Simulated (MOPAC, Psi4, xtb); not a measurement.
Pair of molecules: AsH3 (SMILES [AsH3]) (first 4 atoms) with H4OSi (SMILES O[SiH3]); geometry from B3LYP-D3(BJ)/def2-TZVP, rigid monomers moved along the line of their centres of mass till As1···H7 is 2.37 Å.
(charge 0, multiplicity 1):
| atom | x (Å) | y (Å) | z (Å) |
|---|---|---|---|
| As | -0.3709 | -0.1267 | -0.2445 |
| H | -1.8275 | -0.1872 | -0.6745 |
| H | 0.1498 | -0.5095 | -1.6204 |
| H | -0.2570 | 1.3649 | -0.5151 |
| O | 0.6779 | -1.3069 | 2.6630 |
| Si | 0.5550 | -0.0482 | 3.7197 |
| H | 0.4190 | -1.1388 | 1.7475 |
| H | 1.4400 | 1.0832 | 3.3410 |
| H | 0.9601 | -0.5717 | 5.0399 |
| H | -0.8332 | 0.4757 | 3.7960 |

Counterpoise-corrected where a basis set is named; no monomer relaxation.

Frozen-core correlation. Filled d and f shells under p-block atoms count as core. The state reached by PM6 isn't checked.

Programs: MOPAC for PM6 (differences of heats of formation); Psi4 for SAPT; xtb for the GFN methods. Each number belongs to the level named beside it.

Problem. Give the interaction energy at the level PM6.

Solution. 123 meV

Problem. What interaction energy does GFN1-xTB give?

Solution. -178 meV

Problem. What interaction energy does SAPT0/aug-cc-pVDZ give?

Solution. -83 meV
